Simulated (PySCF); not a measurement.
CdGeH₅N, SMILES [GeH3][Cd][NH2].

Coordinates come from a PBE-D3(BJ)/def2-SVP optimisation. The structure was generated by enumeration; whether it is a known compound was not checked. The def2 effective core potentials stand for the cores of Cd; spin–orbit coupling is left out. Other conformers were not sampled.

The numbers are results of PBE-D3(BJ)/def2-SVP (PySCF 2.14.0), not measurements.

Frequencies are harmonic and unscaled.

A small imaginary wavenumber (i) marks a very flat motion, where grid noise or a shallow saddle decides the sign.

```
mode  ν (cm⁻¹)  IR (km/mol)  moving atoms (share of kinetic energy)
----  --------  -----------  --------------------------------------
1          21i         18.5                          H 88 %, N 10 %
2           89          2.5                 N 49 %, Cd 28 %, H 16 %
3           97          0.0                 N 38 %, H 30 %, Cd 25 %
4          207          0.3                        Ge 60 %, Cd 30 %
5          391          5.3                                  H 94 %
6          403          5.2                                  H 94 %
7          455        130.7                          H 56 %, N 40 %
8          562         44.8                 N 52 %, H 37 %, Cd 12 %
9          706          8.4                           H 91 %, N 8 %
10         761        241.6                                  H 97 %
11         857         28.2                                  H 99 %
12         861         32.1                                  H 99 %
13        1478          6.2                           H 92 %, N 8 %
14        2047         94.6                                 H 100 %
15        2062        111.4                                  H 98 %
16        2063        110.3                                  H 98 %
17        3404          3.6                                  H 96 %
18        3500          2.9                           H 92 %, N 8 %
```
